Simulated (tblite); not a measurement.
Record of a relaxation.

Compound: C5H12FGeN.
Atom-mapped SMILES: `[NH2:1][GeH2:2][C@@H:3]1[CH2:4][CH2:5][CH2:6][C@@H:7]1[F:8]` (hydrogens: H9, H10 on N1; H11, H12 on Ge2; H13 on C3; H14, H15 on C4; H16, H17 on C5; H18, H19 on C6; H20 on C7)

Computed with GFN2-xTB (tblite), gas phase: L-BFGS steps from a force-field or distance-geometry start until the largest atomic force falls under 0.01 eV/Å. 5 of its 130 geometries are shown.

Step 0: E = -718.1470 eV, largest atomic force 1.663 eV/Å
```
atom  x, y, z in Å  |  force x, y, z in eV/Å
N1      3.002    0.918   -0.157    0.260  -0.666  -0.205
Ge2     1.950   -0.583   -0.455    1.339  -0.715  -0.200
C3      0.181   -0.306    0.183   -0.815  -0.037  -0.004
C4     -0.884   -1.070   -0.612    0.155  -0.569   1.070
C5     -2.118   -0.602    0.163   -0.362  -0.523  -0.313
C6     -1.814    0.867    0.433   -0.557   0.822   0.893
C7     -0.370    1.093   -0.029   -0.590  -0.328   1.520
F8     -0.397    1.400   -1.364    0.651   0.431  -0.044
H9      3.195    1.343   -1.077    0.322  -0.147   0.902
H10     3.858    0.606    0.342   -0.527   0.686  -0.790
H11     2.539   -1.793    0.353   -0.127   0.493  -0.406
H12     1.905   -0.997   -1.931    0.096   0.107   0.281
H13     0.026   -0.602    1.249    0.449   0.431  -0.598
H14    -0.709   -2.156   -0.519   -0.235   0.381  -0.490
H15    -0.902   -0.682   -1.633   -0.020  -0.605   0.100
H16    -3.022   -0.704   -0.451    0.063  -0.198   0.444
H17    -2.199   -1.148    1.130   -0.182   0.153  -0.801
H18    -2.493    1.505   -0.148    0.135   0.060   0.431
H19    -1.900    1.060    1.541   -0.018   0.205  -1.166
H20     0.146    1.864    0.567   -0.039   0.019  -0.625
```

Step 32: E = -718.8363 eV, largest atomic force 0.264 eV/Å
```
atom  x, y, z in Å  |  force x, y, z in eV/Å
N1      2.978    0.852   -0.128    0.138  -0.159   0.022
Ge2     1.953   -0.575   -0.626    0.187   0.020   0.012
C3      0.179   -0.432    0.253    0.150  -0.162  -0.035
C4     -0.947   -1.249   -0.372    0.071   0.033   0.031
C5     -2.220   -0.545    0.095   -0.004   0.077   0.046
C6     -1.839    0.930    0.281    0.168   0.146   0.036
C7     -0.320    0.993    0.171    0.232  -0.124   0.002
F8      0.075    1.501   -1.066   -0.080   0.063  -0.162
H9      2.870    1.680   -0.694   -0.082   0.126   0.002
H10     3.968    0.636   -0.087   -0.118   0.085   0.005
H11     2.705   -1.735   -0.022   -0.035  -0.077  -0.109
H12     1.870   -0.733   -2.129   -0.081  -0.057   0.062
H13     0.304   -0.697    1.304   -0.115  -0.014   0.064
H14    -0.914   -2.287   -0.048   -0.002  -0.102  -0.069
H15    -0.869   -1.217   -1.458    0.010   0.014  -0.068
H16    -3.041   -0.647   -0.609   -0.043  -0.128  -0.027
H17    -2.520   -0.968    1.051   -0.138  -0.017   0.077
H18    -2.276    1.573   -0.478   -0.079   0.018  -0.098
H19    -2.145    1.298    1.256   -0.098   0.054   0.069
H20     0.182    1.631    0.896   -0.082   0.206   0.143
```

Step 64: E = -718.9020 eV, largest atomic force 0.052 eV/Å
```
atom  x, y, z in Å  |  force x, y, z in eV/Å
N1      2.984    0.775   -0.077    0.029   0.026  -0.006
Ge2     1.960   -0.617   -0.633    0.002   0.007  -0.009
C3      0.210   -0.440    0.284    0.005   0.015   0.012
C4     -0.920   -1.242   -0.354    0.016   0.007   0.004
C5     -2.189   -0.542    0.130   -0.010  -0.025   0.000
C6     -1.813    0.947    0.210   -0.007  -0.012   0.022
C7     -0.284    0.995    0.189    0.002   0.006  -0.013
F8      0.152    1.518   -1.032    0.017   0.009  -0.027
H9      2.651    1.690   -0.351    0.030  -0.042   0.001
H10     3.969    0.718   -0.295   -0.014   0.020   0.003
H11     2.704   -1.843   -0.175   -0.004   0.003  -0.012
H12     1.744   -0.728   -2.128    0.009   0.021   0.017
H13     0.299   -0.703    1.340   -0.014  -0.005   0.009
H14    -0.880   -2.295   -0.077   -0.040   0.011  -0.021
H15    -0.852   -1.165   -1.442    0.020  -0.010   0.003
H16    -3.027   -0.719   -0.542   -0.039   0.022   0.008
H17    -2.463   -0.912    1.119    0.006   0.007   0.021
H18    -2.198    1.508   -0.641    0.020  -0.046  -0.014
H19    -2.197    1.407    1.118   -0.035   0.011   0.009
H20     0.146    1.657    0.946    0.008  -0.024  -0.006
```

Step 97: E = -718.9156 eV, largest atomic force 0.039 eV/Å
```
atom  x, y, z in Å  |  force x, y, z in eV/Å
N1      3.013    0.740   -0.030    0.025  -0.003   0.014
Ge2     1.948   -0.579   -0.679   -0.014  -0.009  -0.035
C3      0.205   -0.445    0.267   -0.009   0.010   0.002
C4     -0.941   -1.250   -0.342    0.008   0.001   0.006
C5     -2.182   -0.552    0.210    0.015  -0.008  -0.007
C6     -1.826    0.934    0.115    0.017   0.010   0.003
C7     -0.298    0.993    0.208    0.006   0.007  -0.004
F8      0.217    1.591   -0.948    0.003  -0.002   0.001
H9      2.723    1.683   -0.254    0.010  -0.019  -0.001
H10     3.999    0.655   -0.234   -0.027   0.018   0.000
H11     2.672   -1.852   -0.329   -0.014  -0.007   0.000
H12     1.722   -0.563   -2.176    0.000   0.010   0.011
H13     0.323   -0.724    1.317    0.005   0.004  -0.004
H14    -0.894   -2.307   -0.083    0.006   0.008   0.007
H15    -0.919   -1.156   -1.430    0.004  -0.013   0.005
H16    -3.087   -0.796   -0.343    0.002  -0.003  -0.003
H17    -2.328   -0.835    1.254   -0.010  -0.009   0.008
H18    -2.123    1.334   -0.855   -0.004   0.013  -0.008
H19    -2.305    1.529    0.891   -0.008  -0.005   0.003
H20     0.077    1.610    1.029   -0.015  -0.003   0.000
```

Step 129: E = -718.9203 eV, largest atomic force 0.007 eV/Å
```
atom  x, y, z in Å  |  force x, y, z in eV/Å
N1      3.066    0.664    0.001   -0.004  -0.002   0.001
Ge2     1.920   -0.536   -0.737    0.001  -0.006   0.000
C3      0.215   -0.414    0.277    0.001  -0.001   0.001
C4     -0.923   -1.269   -0.278   -0.001   0.000   0.000
C5     -2.176   -0.558    0.225   -0.003   0.001   0.000
C6     -1.839    0.922    0.041   -0.005  -0.003  -0.001
C7     -0.322    1.014    0.226   -0.002  -0.001   0.000
F8      0.246    1.670   -0.871    0.004   0.004   0.003
H9      2.795    1.633   -0.100    0.001   0.002  -0.002
H10     4.035    0.580   -0.268    0.001   0.000  -0.002
H11     2.578   -1.874   -0.526   -0.001   0.000  -0.004
H12     1.651   -0.371   -2.217    0.004   0.001   0.002
H13     0.388   -0.681    1.322   -0.003   0.003   0.005
H14    -0.859   -2.305    0.051    0.001  -0.002   0.001
H15    -0.905   -1.252   -1.371    0.001   0.001  -0.002
H16    -3.074   -0.846   -0.320    0.000  -0.002   0.003
H17    -2.328   -0.779    1.284    0.002   0.000  -0.003
H18    -2.075    1.238   -0.977    0.001   0.002   0.000
H19    -2.379    1.565    0.734    0.000  -0.001   0.001
H20    -0.019    1.610    1.091    0.001   0.004  -0.002
```

Problem. Summarise the path.

Solution. The energy falls by 17.83 kcal/mol from step 0 to step 129; nine tenths of that is first reached at step 33. It rises by more than 0.2 meV at step 34. The largest force goes from 1.663 to 0.007 eV/Å. Among the bonds Ge2–C3 changes most, from 1.901 to 1.987 Å; the atoms move by 0.624 Å rms after alignment.

Problem. Follow the three bonds and two angles with the largest change from start to end.

Solution. 
```
step  E above end (kcal/mol)  largest force (eV/Å)  Ge2–C3 (Å)  Ge2–H11 (Å)  N1–Ge2 (Å)  Ge2–N1–H10 (°)  Ge2–N1–H9 (°)
   0                   17.83                 1.663       1.901        1.570       1.857           107.5          107.2
   6                    7.54                 0.325       1.944        1.501       1.815           115.7          114.7
  11                    6.02                 0.289       1.994        1.513       1.817           117.9          115.3
  17                    4.77                 0.176       1.984        1.510       1.816           120.1          118.3
  22                    3.86                 0.202       2.002        1.509       1.822           114.5          118.0
  28                    2.88                 0.181       1.981        1.501       1.822           112.1          115.4
  34                    1.84                 0.906       1.982        1.511       1.818           116.7          115.8
  39                    1.01                 0.124       1.990        1.502       1.818           115.3          115.3
  45                    0.73                 0.070       1.992        1.506       1.819           116.4          115.1
  50                    0.65                 0.058       1.988        1.506       1.819           116.7          114.6
  56                    0.55                 0.066       1.988        1.506       1.816           116.5          115.0
  62                    0.45                 0.090       1.985        1.506       1.812           116.0          115.4
  67                    0.38                 0.078       1.983        1.505       1.818           116.6          114.6
  73                    0.33                 0.047       1.985        1.506       1.819           115.9          114.7
  79                    0.29                 0.060       1.989        1.506       1.816           115.8          114.9
  84                    0.25                 0.072       1.987        1.506       1.819           115.4          114.4
  90                    0.17                 0.070       1.991        1.506       1.820           115.4          115.1
  95                    0.12                 0.026       1.987        1.506       1.815           116.0          115.5
 101                    0.09                 0.042       1.987        1.506       1.818           116.3          115.2
 107                    0.06                 0.041       1.986        1.505       1.816           116.5          114.8
 112                    0.05                 0.021       1.987        1.506       1.815           116.6          114.7
 118                    0.03                 0.034       1.986        1.506       1.817           116.5          114.7
 123                    0.01                 0.039       1.987        1.506       1.815           116.3          115.0
 129                    0.00                 0.007       1.987        1.506       1.816           116.3          115.1
```

What follows is the cost of the whole relaxation. Hardware: an Intel Xeon at 2.70 GHz with one thread (shared host). Cost: 1.3 s wall.
